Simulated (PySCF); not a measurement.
PySCF 2.14 output of an unrestricted PBEsol calculation on a single atom or ion in aug-cc-pV(T+d)Z with one added diffuse shell each of s, p, d, f type (7s6p5d3f, 71 functions), with no relativity, point nucleus:

```
SCF conv_tol = 1e-09
number electrons alpha = 8  beta = 5
    J. P. Perdew, A. Ruzsinszky, G. I. Csonka, O. A. Vydrov, G. E. Scuseria, L. A. Constantin, X. Zhou, and K. Burke.,  Phys. Rev. Lett. 100, 136406 (2008)
    J. P. Perdew, A. Ruzsinszky, G. I. Csonka, O. A. Vydrov, G. E. Scuseria, L. A. Constantin, X. Zhou, and K. Burke.,  Phys. Rev. Lett. 100, 136406 (2008)
cycle= 1 E= -241.441838906116  delta_E= -0.00728  |g|= 0.0434  |ddm|= 0.428
cycle= 2 E= -241.442456711428  delta_E= -0.000618  |g|= 0.0191  |ddm|= 0.272
cycle= 3 E= -241.442587367491  delta_E= -0.000131  |g|= 0.00045  |ddm|= 0.06
cycle= 4 E= -241.442587811465  delta_E= -4.44e-07  |g|= 0.000176  |ddm|= 0.00495
cycle= 5 E= -241.44258786746  delta_E= -5.6e-08  |g|= 1.08e-05  |ddm|= 0.00179
cycle= 6 E= -241.442587868326  delta_E= -8.66e-10  |g|= 1.68e-06  |ddm|= 0.000228
converged SCF energy = -241.442587868326  <S^2> = 3.7500291  2S+1 = 4.0000146
```

The run itself started from symmetry-adapted Hartree-Fock orbitals and held the occupation by maximum overlap, on a logarithmic radial grid, so the iterations belong to that start.

Q: Which element, charge and spin multiplicity is this?

A: Al (aluminium, neutral), multiplicity 4; the state was [Ne] 3s1 3p1 3d1, one real determinant (an excited configuration).

⟨L²⟩ = 8.00 against 12 for a pure F term, so this real determinant mixes terms. The outer electron is Rydberg-like, and this basis confines it to a smaller radius and binds it less than a complete one would.
